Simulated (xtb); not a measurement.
B(F)(Br)(vinyl) (C2H3BBrF), SMILES FB(C=C)Br. All values are semi-empirical tight-binding results from xtb (GFN2-xTB unless named), good for trends rather than for accurate numbers. Geometry: GFN2-xTB. The structure was generated by enumeration, and PubChem lists no compound with its InChIKey, so it may never have been made. The values are those of a single conformer.

Optimised geometry:

Bond lengths (Å): B1–F2 1.318, B1–Br3 1.880, B1–C4 1.547, C4–C5 1.333, C4–H6 1.084, C5–H7 1.078, C5–H8 1.080. Angles (°): F2–B1–Br3 116.0, F2–B1–C4 120.9, Br3–B1–C4 123.1, B1–C4–C5 124.4, B1–C4–H6 117.3, C5–C4–H6 118.3, C4–C5–H7 122.3, C4–C5–H8 121.5, H7–C5–H8 116.1.

Computed properties:
The point group as xtb finds it is Cs and the orbital gap is 3.39 eV. The zero-point energy is 30.4 kcal/mol. The G − E(el) at 298.15 K (modified RRHO) is 11.1 kcal/mol, the static polarisability (D4 model) comes out as 58.6 bohr³ and the solvation energy, GFN2-xTB/ALPB(water) comes out as -1.4 kcal/mol. The solvation energy, GFN2-xTB/ALPB(ether) is -5.4 kcal/mol.

Computed atomic charges and the Wiberg bond orders between heavy atoms:
charges (e) B1 0.45, F2 -0.26, Br3 -0.18, C4 -0.12, C5 -0.06, H6 0.05, H7 0.06, H8 0.07. Bond orders B1–F2 1.10, B1–Br3 1.08, B1–C4 1.07, C4–C5 1.91.
